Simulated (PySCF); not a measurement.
## Electron correlation in Sc (scandium, neutral)

[Ar] 3d2 4s1, high-spin 4F determinant (an excited configuration). Computed with PySCF 2.14 in x2c-QZVPPall (11s7p5d3f2g, 96 functions), with scalar relativity by spin-free X2C-1e. Frozen: [Ar]; 3 electrons correlated.

```csv
level,correlation energy (mhartree)
CCSD,-19.74
(T),-0.32
CCSD(T),-20.06
```

Diagnostics: T1 = 0.020, D1 = 0.0305, largest double amplitude 0.048.

Question: Is a single reference adequate?

Answer: Yes: T1 lies below 0.03 and no double amplitude reaches 0.07.
